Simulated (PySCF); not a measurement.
**Fractional electron number in Co⁺ (cobalt, charge +1)**

The 3d beta orbital of [Ar] 3d8 is emptied in steps (occupation f), with all orbitals relaxed, ending at [Ar] 3d7. Computed with PySCF 2.14 in aug-cc-pVDZ (7s6p4d2f, 59 functions), with the non-relativistic Hamiltonian (point nucleus). The exact energy is a straight line in f; departures are measured from the line between the end points of the same method.

```json
{"f": "1", "BHandHLYP (eV)": "0.000", "wB97X (eV)": "0.000", "TPSS (eV)": "0.000"}
{"f": "0.75", "BHandHLYP (eV)": "-0.343", "wB97X (eV)": "-0.343", "TPSS (eV)": "-1.252"}
{"f": "0.5", "BHandHLYP (eV)": "-0.485", "wB97X (eV)": "-0.482", "TPSS (eV)": "-1.703"}
{"f": "0.25", "BHandHLYP (eV)": "-0.383", "wB97X (eV)": "-0.377", "TPSS (eV)": "-1.300"}
{"f": "0", "BHandHLYP (eV)": "0.000", "wB97X (eV)": "0.000", "TPSS (eV)": "0.000"}
```

```tsv
method	E(f=0) − E(f=1) (eV)	−ε at f=1 (eV)	−ε at f=0.5 (eV)
BHandHLYP	17.069	15.366	16.965
wB97X	17.553	15.840	17.462
TPSS	17.871	11.340	17.744
```

Orbital energy along the path (eV):

| f | BHandHLYP | wB97X | TPSS |
| --- | --- | --- | --- |
| 1 | -15.366 | -15.840 | -11.340 |
| 0.75 | -16.065 | -16.560 | -14.428 |
| 0.5 | -16.965 | -17.462 | -17.744 |
| 0.25 | -18.017 | -18.505 | -21.251 |
| 0 | -19.208 | -19.597 | -24.907 |

Reference removal energy between the ground levels: 17.084 eV (measured; NIST Atomic Spectra Database, ionization energies). The calculation has no spin-orbit coupling. The determinant left behind need not be the lowest term of the ion.
